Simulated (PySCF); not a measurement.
Vertical excitations of a molecule C9H12O from PySCF with TDDFT-PBE0/def2-SVP, as energy in eV (oscillator strength): 5.07 (0.035), 5.85 (0.195), 6.89 (0.564), 6.96 (0.227), 7.01 (0.242), 7.34 (0.029), 7.49 (0.002), 7.80 (0.003), 7.83 (0.003), 7.85 (0.062). Lowest triplet (TDA): 3.93 eV. Coordinates come from a B3LYP-D3(BJ)/def2-SVP optimisation. One conformer was computed; it need not be the lowest.

**Question.** Identify the compound among the candidates.
(A) CCc1cc(C)cc(O)c1
(B) CCc1cccc(OC)c1
(C) CCc1ccccc1OC
(D) CCc1ccc(OC)cc1

**Answer.** D, CCc1ccc(OC)cc1
